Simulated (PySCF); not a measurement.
A computed series [M(PH3)]3+

Computed with PySCF 2.14.0, PBE0, def2-SVP on the ligands, density fitting, scalar-relativistic core potentials, no spin-orbit coupling, vacuum. Each member is relaxed from one template within its symmetry. Distances are means of the shortest metal–ligand contacts, charges and spins Mulliken's; removal energies are rigid, with the ligand's formal charge and no counterpoise, so too large; for an anion taken off a cation in vacuum most of it is the attraction of opposite charges, and multiply charged cations can part far more cheaply with an electron moved from ligand to metal. lcecp potentials hold a fixed number of 4f electrons in the core, out of states, spins and gaps.

```csv
metal,basis on the metal,point group,M–PH3 (Å),charge on M (e),removal of one PH3 (eV),"strongest infrared band, degenerate modes summed (cm⁻¹)",unstable modes (below −25 cm⁻¹)
Y,def2-SVP with ECP28,C3v,2.855,2.25,6.10,–,0
Ce,lcecp-1-SVP with ECP47,C3v,3.040,2.36,4.94,–,0
Pm,lcecp-1-SVP with ECP50,C3v,2.977,2.33,5.29,–,0
Gd,lcecp-1-SVP with ECP53,C3v,2.928,2.31,5.60,–,0
Yb,lcecp-1-SVP with ECP59,C3v,2.853,2.25,6.21,2419,0
Bi,def2-SVP with ECP60,C3v,2.890,2.00,8.81,–,0
```

Q: A further member has point group C3v, M–PH3 (Å) 2.886, charge on M (e) 2.27, removal of one PH3 (eV) 5.90, unstable modes (below −25 cm⁻¹) 0. Which metal is it?

A: Ho, lcecp-1-SVP with ECP56. This is one of several that fit.

From Ce to Yb the M–PH3 distance shrinks by 0.19 Å, the lanthanide contraction, and the energy to remove one PH3 rises by 1.28 eV.

One start shape was tried for each, so a minimum needn't be the lowest isomer.
